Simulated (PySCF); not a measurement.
aminoborane (H4BN), singlet, geometry from GFN2-xTB; CASCI(4,6)+NEVPT2/def2-SVP (PySCF).

Here is a job for PySCF.
```python
from pyscf import gto, scf, mcscf, mrpt
import numpy

mol = gto.M(
    atom='''
B    -0.77271721    0.04511422   -0.00468200
N     0.60250082   -0.03517633    0.00365064
H    -1.39817403   -0.94527373   -0.01999126
H    -1.27881553    1.10156675    0.00377101
H     1.21022160    0.76709663    0.01673059
H     1.11284832   -0.90272645   -0.00265479
''',
    basis='def2-svp',
    verbose=4,
)

mf = scf.RHF(mol)
mf.kernel()
mc = mcscf.CASCI(mf, 6, 4)
mc.fix_spin_(ss=0.0)
mc.kernel()
occ = numpy.linalg.eigvalsh(mc.fcisolver.make_rdm1(mc.ci, mc.ncas, mc.nelecas))[::-1]
ss = mc.fcisolver.spin_square(mc.ci, mc.ncas, mc.nelecas)[0]
print('natural occupations', occ.round(4), ' <S^2>', round(ss, 4))
e2 = mrpt.NEVPT(mc).kernel()
print('E(NEVPT2) = %.10f' % (mc.e_tot + e2))
```

Problem. Predict the main parts of the log of this PySCF run.

Solution. 
```
PySCF version 2.14.0

[INPUT] verbose = 4
[INPUT] num. atoms = 6
[INPUT] num. electrons = 16
[INPUT] charge = 0
[INPUT] spin (= nelec alpha-beta = 2S) = 0
[INPUT] symmetry False subgroup None
[INPUT] Mole.unit = angstrom
[INPUT] Symbol           X                Y                Z      unit          X                Y                Z       unit  Magmom
[...]
nuclear repulsion = 32.5351811331378
number of shells = 24
number of NR pGTOs = 76
number of NR cGTOs = 48
basis = def2-svp
ecp = {}

******** <class 'pyscf.scf.hf.RHF'> ********
method = RHF
initial guess = minao
damping factor = 0
level_shift factor = 0
DIIS = <class 'pyscf.scf.diis.CDIIS'>
diis_start_cycle = 1
diis_space = 8
diis_damp = 0
SCF conv_tol = 1e-09
SCF conv_tol_grad = None
SCF max_cycles = 50
direct_scf = True
direct_scf_tol = 1e-13
Set gradient conv threshold to 3.16228e-05
Initial guess from minao.
init E= -81.4862743065371
[...]
cycle= 1 E= -81.4097958778904  delta_E= 0.0765  |g|= 0.254  |ddm|= 2.07
[...]
cycle= 2 E= -81.4319890768466  delta_E= -0.0222  |g|= 0.0608  |ddm|= 0.302
[...]
cycle= 3 E= -81.4333969626158  delta_E= -0.00141  |g|= 0.0239  |ddm|= 0.0885
[...]
cycle= 4 E= -81.4335421657649  delta_E= -0.000145  |g|= 0.00472  |ddm|= 0.0232
[...]
cycle= 5 E= -81.4335494853352  delta_E= -7.32e-06  |g|= 0.000952  |ddm|= 0.00546
[...]
cycle= 6 E= -81.4335499949195  delta_E= -5.1e-07  |g|= 0.000279  |ddm|= 0.0017
[...]
cycle= 7 E= -81.4335500592521  delta_E= -6.43e-08  |g|= 8.06e-05  |ddm|= 0.000576
[...]
cycle= 8 E= -81.4335500637661  delta_E= -4.51e-09  |g|= 1.53e-05  |ddm|= 0.000162
[...]
cycle= 9 E= -81.4335500639486  delta_E= -1.82e-10  |g|= 1.96e-06  |ddm|= 3.37e-05
[...]
Extra cycle  E= -81.4335500639502  delta_E= -1.56e-12  |g|= 7.43e-07  |ddm|= 3.3e-06
converged SCF energy = -81.4335500639502

******** <class 'pyscf.mcscf.casci.CASCI'> ********
CAS (2e+2e, 6o), ncore = 6, nvir = 36
natorb = False
canonicalization = True
sorting_mo_energy = False
******** <class 'pyscf.fci.addons.SpinPenaltyFCISolver'> ********
max. cycles = 200
conv_tol = 1e-08
davidson only = True
linear dependence = 1e-12
level shift = 0.001
max iter space = 12
nroots = 1
pspace_size = 400
spin = None
Density matrix diagonal elements [1.99841674e+00 1.99102592e+00 9.17614935e-03 1.79376588e-04
 1.56593046e-04 1.04522518e-03]
CASCI converged
CASCI E = -81.4380453471899  E(CI) = -3.97996407930363  S^2 = 0.0000000
natural occupations [1.9984e+00 1.9916e+00 8.6000e-03 1.1000e-03 2.0000e-04 2.0000e-04]  <S^2> 0.0

******** <class 'pyscf.mrpt.nevpt2.NEVPT'> ********
NEVPT2 (2e+2e, 6o), ncore = 6, nvir = 36
root = 0
Natural occ [1.99842206e+00 1.99156835e+00 8.63371622e-03 1.05835423e-03
 1.66247537e-04 1.51271227e-04]
Natural orbital (expansion on meta-Lowdin AOs) in CAS space
               #1        #2        #3        #4        #5
0 B 1s          -0.00000   0.00000  -0.00000   0.00169  -0.00229
0 B 2s          -0.00000   0.00000  -0.00000   0.30708  -0.10273
0 B 3s          -0.00000  -0.00000  -0.00000   0.56834  -0.21177
0 B 2px          0.03756  -0.00283   0.00558   0.34225   0.23174
0 B 2py          0.64416  -0.00473   0.00933  -0.01998  -0.01353
0 B 2pz          0.00748   0.42161  -0.83136   0.00207   0.00140
0 B 3px          0.00305   0.00010  -0.00256  -0.45715  -0.13573
0 B 3py          0.05235   0.00016  -0.00428   0.02669   0.00792
0 B 3pz          0.00061  -0.01435   0.38115  -0.00277  -0.00082
0 B 3dxy         0.02975   0.00044   0.00044  -0.00386   0.00083
0 B 3dyz         0.00016   0.00240   0.00238  -0.00146   0.00035
0 B 3dz^2        0.00000  -0.00043  -0.00043   0.05459  -0.01380
0 B 3dxz         0.00036  -0.04107  -0.04068  -0.00046   0.00012
0 B 3dx2-y2      0.00348   0.00030   0.00030   0.03305  -0.00714
1 N 1s          -0.00000   0.00000   0.00000  -0.00002  -0.00087
1 N 2s           0.00000  -0.00000  -0.00000   0.07244   0.40142
1 N 3s           0.00000  -0.00000  -0.00000   0.06751   0.18059
1 N 2px         -0.01131  -0.00606  -0.00256   0.02547  -0.15218
1 N 2py         -0.19395  -0.01012  -0.00428  -0.00149   0.00889
1 N 2pz         -0.00225   0.90185   0.38189   0.00015  -0.00092
1 N 3px          0.00053   0.00050   0.00076   0.04165   0.03281
1 N 3py          0.00901   0.00084   0.00128  -0.00243  -0.00192
1 N 3pz          0.00010  -0.07483  -0.11390   0.00025   0.00020
1 N 3dxy         0.01358  -0.00009   0.00009  -0.00224   0.00064
1 N 3dyz         0.00007  -0.00047   0.00050  -0.00069   0.00091
1 N 3dz^2        0.00000   0.00008  -0.00009   0.02360  -0.04336
1 N 3dxz         0.00016   0.00803  -0.00854  -0.00017   0.00047
1 N 3dx2-y2      0.00159  -0.00006   0.00006   0.01912  -0.00547
2 H 1s           0.49200  -0.00000  -0.00000  -0.26592   0.00241
2 H 2s          -0.02466  -0.00000  -0.00000  -0.20248  -0.02229
2 H 2px          0.00976  -0.00001  -0.00017  -0.07112  -0.01087
2 H 2py          0.02036  -0.00002  -0.00029   0.00923   0.00253
2 H 2pz          0.00029   0.00207   0.02582  -0.00037  -0.00004
3 H 1s          -0.49200  -0.00000   0.00000  -0.26592   0.00241
3 H 2s           0.02466   0.00000  -0.00000  -0.20248  -0.02229
3 H 2px         -0.00733  -0.00001  -0.00017  -0.07171  -0.01109
3 H 2py          0.02136  -0.00002  -0.00029  -0.00089  -0.00125
3 H 2pz          0.00019   0.00207   0.02582  -0.00049  -0.00009
4 H 1s           0.16644   0.00000   0.00000  -0.00156  -0.39686
4 H 2s           0.00430  -0.00000   0.00000   0.04535  -0.40944
4 H 2px         -0.00538   0.00016   0.00019   0.01404   0.00223
4 H 2py         -0.00494   0.00027   0.00031   0.00257  -0.01511
4 H 2pz         -0.00009  -0.02424  -0.02756   0.00012  -0.00015
5 H 1s          -0.16644   0.00000   0.00000  -0.00156  -0.39686
5 H 2s          -0.00430  -0.00000   0.00000   0.04535  -0.40944
5 H 2px          0.00477   0.00016   0.00019   0.01364   0.00397
5 H 2py         -0.00553   0.00027   0.00031  -0.00418   0.01475
5 H 2pz         -0.00003  -0.02424  -0.02756   0.00004   0.00019
               #6
0 B 1s           0.00000
0 B 2s           0.00000
0 B 3s           0.00000
0 B 2px          0.00213
0 B 2py          0.03649
0 B 2pz          0.00042
0 B 3px          0.01005
0 B 3py          0.17234
0 B 3pz          0.00200
0 B 3dxy        -0.02038
0 B 3dyz        -0.00011
0 B 3dz^2       -0.00000
0 B 3dxz        -0.00024
0 B 3dx2-y2     -0.00239
1 N 1s           0.00000
1 N 2s          -0.00000
1 N 3s          -0.00000
1 N 2px          0.02217
1 N 2py          0.38017
1 N 2pz          0.00441
1 N 3px         -0.00878
1 N 3py         -0.15054
1 N 3pz         -0.00175
1 N 3dxy        -0.04905
1 N 3dyz        -0.00026
1 N 3dz^2       -0.00001
1 N 3dxz        -0.00059
1 N 3dx2-y2     -0.00574
2 H 1s          -0.10151
2 H 2s          -0.11037
2 H 2px          0.01872
2 H 2py          0.01752
2 H 2pz          0.00032
3 H 1s           0.10151
3 H 2s           0.11037
3 H 2px         -0.01655
3 H 2py          0.01958
3 H 2pz          0.00011
4 H 1s           0.40205
4 H 2s           0.46189
4 H 2px          0.02799
4 H 2py          0.01396
4 H 2pz          0.00034
5 H 1s          -0.40205
5 H 2s          -0.46189
5 H 2px         -0.02618
5 H 2py          0.01712
5 H 2pz          0.00002
<CAS-nat-orb|mo-hf>  7      7        0.99999867
<CAS-nat-orb|mo-hf>  8      8        0.99986322
<CAS-nat-orb|mo-hf>  9      9        0.99986322
<CAS-nat-orb|mo-hf>  10     12       0.99261427
<CAS-nat-orb|mo-hf>  11     10       0.99261427
<CAS-nat-orb|mo-hf>  12     11       0.99999867
Sr    (-1)',   E = -0.00858029199011
Si    (+1)',   E = -0.00357047317174
Sijrs (0)  ,   E = -0.09223820422066
Sijr  (+1) ,   E = -0.02207024554890
Srsi  (-1) ,   E = -0.08294733830516
Srs   (-2) ,   E = -0.02359026475544
Sij   (+2) ,   E = -0.00350412454577
Sir   (0)' ,   E = -0.03039901188894
Nevpt2 Energy = -0.266899954426707
E(NEVPT2) = -81.7049453016
```
